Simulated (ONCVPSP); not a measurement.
# Potentials for Li (Z = 3) compared

Generated with ld1.x 7.5 (TM, RRKJ, ultrasoft, PAW), atompaw 4.2 or ONCVPSP 4.0.1. The cutoff is in Ry: for ld1.x and atompaw files where the sum of valence levels is converged to 10 mRy in a Bessel basis, for ONCV files where the hardest occupied wave has 1 mHa per electron of residual kinetic energy. The error is the largest all-electron minus pseudo excitation energy over each file’s own four to seven test configurations (ionisations up to +4, promotions, holes and added fractions of an electron), all of which were solved. The labels leave out finer settings (local radius, basis sizes, second energies), which also bear on the numbers. Spin-polarised tests are not counted. The rows are a selection from randomly drawn settings: files with unsolved tests, undetermined cutoffs or missed reference levels are left out.

```tsv
potential	cutoff (Ry)	largest error (meV)	bound ghosts
ONCV, PBE, scalar-relativistic, rc 1.20/0.95/0.95 (spd), local d, core correction no, reference 1s2 2s0.75, qcut 9.2/9.4/10.1, projectors 2/2/0	66	+1146	none
ONCV, LDA (Perdew-Wang 92), scalar-relativistic, rc 0.90/0.65/0.90 (spd), local smoothed, core correction no, reference 1s2 2s1, qcut 16.5/12.3/11, projectors 2/2/1	148	+247	none
ONCV, LDA (Perdew-Wang 92), scalar-relativistic, rc 1.15/1.25/1.25 (spd), local smoothed, core correction no, reference 1s2 2s1, qcut 13.7/5.8/7.6, projectors 2/2/2	100	+574	none
ONCV, PW91, non-relativistic, rc 1.00/1.00 (sp), local smoothed, core correction no, reference 1s2 2s0.75, qcut 13/7.9, projectors 2/3	109	+490	none
```

**Question.** Fill in the row for Li: ONCV, PBE, scalar-relativistic, rc 1.35/4.00/4.10 (spd), local smoothed, core correction no, reference 1s2 2s0.5 2p0.5, qcut 11.6/1.9/2, projectors 2/1/2.

**Answer.** cutoff 76 Ry, largest error +1099 meV, bound ghosts: none.

**Question.** Fill in the row for Li: ONCV, PBEsol, scalar-relativistic, rc 1.10/0.90/0.80 (spd), local smoothed, core correction no, reference 1s2 2s1, qcut 13.7/9.7/13.5, projectors 2/1/3.

**Answer.** cutoff 103 Ry, largest error +558 meV, bound ghosts: none.
